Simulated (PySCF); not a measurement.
**Dipole response of P (phosphorus, neutral)**

[Ne] 3s2 3p3, high-spin 4S determinant. Computed with PySCF 2.14 in aug-cc-pwCVTZ (8s7p5d3f, 75 functions), with the non-relativistic Hamiltonian (point nucleus). Coupled (time-dependent) response in atomic units; α is the mean over directions.

```
method  mean α (bohr³)  C₆ (like pair)  S(−4)
   UHF           25.43           188.7  192.8
   PBE           27.25           204.1  244.1
  PBE0           26.26           195.2  216.7
 B97-3           26.77           200.3  226.4
 TPSSh           26.27           197.1  213.3
```

S(−4) is the Cauchy moment in α(ω) = α(0) + S(−4) ω² + …

Reference α: 25 ± 1 bohr³ (recommended; Schwerdtfeger and Nagle, table of static dipole polarizabilities (2023 update)). Published C₆: 185.0 (Chu and Dalgarno (2004); Tang, Norbeck and Certain (1976)).

α(iu) at TPSSh:

| u (hartree) | α(iu) (bohr³) |
| --- | --- |
| 0 | 26.27 |
| 0.0500 | 25.75 |
| 0.100 | 24.33 |
| 0.200 | 20.15 |
| 0.300 | 15.91 |
| 0.500 | 9.801 |
| 0.750 | 5.772 |
| 1.00 | 3.734 |
| 1.50 | 1.922 |
| 2.00 | 1.183 |
| 3.00 | 0.6013 |
| 5.00 | 0.2658 |

A single London oscillator, α(iu) = α/(1 + u²/ω²), gives C₆ = (3/4) ω α². Matching the computed C₆ needs ω = 4 × 197.1 / (3 × 26.27²) = 0.381 hartree.
